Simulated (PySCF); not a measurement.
## Ionisation energy of Xe⁺ by level of theory

Xe⁺ [Kr] 4d10 5s2 5p5 [5p1/2^2 5p3/2^3, M_J = 3/2] → Xe²⁺ [Kr] 4d10 5s2 5p4 [5p1/2^2 5p3/2^2, M_J = 2], as a difference of total energies. All numbers are calculated (PySCF 2.14, the two-component X2C-1e Hamiltonian, in x2c-QZVPPall-2c). Correlated levels: [Ar] 3d10 frozen; the 32 highest virtual spinors dropped. "Screened" scales the spin-orbit matrix elements by Boettger's factors to mimic the two-electron term; Breit and QED terms are absent.

```csv
method,ionisation energy (eV),difference from reference (eV)
GHF (spin-free),20.067,-0.908
GMP2 (spin-free),21.081,+0.106
GHF (screened spin-orbit),19.816,-1.159
GMP2 (screened spin-orbit),20.836,-0.139
```

Reference: 20.975 eV (semi-empirical (NIST evaluation); NIST Atomic Spectra Database, ionization energies).

The spin-free rows relax to the high-spin LS determinant and lack the spin-orbit shift.

The labels give the starting determinants; with spin-orbit coupling the two ends relaxed to ⟨J²⟩ = 3.76, ⟨L²⟩ = 2.04, ⟨S²⟩ = 0.78 and ⟨J²⟩ = 6.03, ⟨L²⟩ = 2.45, ⟨S²⟩ = 1.83.
